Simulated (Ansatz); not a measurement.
Geometry optimisation, RKS B3LYP/def2-SVP in Ansatz.

Input:

```yaml
crystal:
  periodic: [false, false, false]
  atoms:
    - { symbol: Al, position_ang: [-0.000144, 0.228904, 0.01509] }
    - { symbol: F, position_ang: [0.003626, 0.351487, 1.682111] }
    - { symbol: F, position_ang: [1.422325, 0.254351, -0.813275] }
    - { symbol: F, position_ang: [-1.429636, 0.186561, -0.80036] }
    - { symbol: H, position_ang: [0.077877, -2.34734, 0.986985] }
    - { symbol: H, position_ang: [0.061852, -1.757463, 1.400648] }
basis:
  gaussian: { orbitals: def2-SVP }
hamiltonian:
  xc: b3lyp
relax:
  f_tol: 0.03
  max_steps: 50
```

Command:

```bash
$ ansatz run input.yaml --threads 2 --pin off --max-ram 3072MiB --backend cpu --events-out ev --progress --plain --runs-dir out
```

Question: Where does it end, and by what steps?

Answer: The forces met the threshold. After 7 steps the energy has fallen by 0.167 eV; H5 moved furthest, 0.51 Å.

| step | energy less start (eV) | largest force component (eV/Å) | accepted |
| --- | --- | --- | --- |
| 0 | 0.0000 | 1.352 | yes |
| 1 | 0.0280 | 1.218 | no |
| 2 | -0.0560 | 0.745 | yes |
| 3 | -0.0890 | 0.775 | yes |
| 4 | -0.1278 | 0.632 | yes |
| 5 | -0.1558 | 0.423 | yes |
| 6 | -0.1663 | 0.075 | yes |
| 7 | -0.1666 | 0.010 | yes |

```xyz
6
Properties=species:S:1:pos:R:3
Al 0.005 0.093 0.168
F -0.001 0.630 1.733
F 1.427 0.011 -0.667
F -1.418 -0.064 -0.653
H 0.065 -2.031 0.593
H 0.058 -1.723 1.296
```

The run took 5.4 s on 2 threads of Intel(R) Xeon(R) 6975P-C (Granite Rapids), on a shared host, peak memory 0.13 GiB.
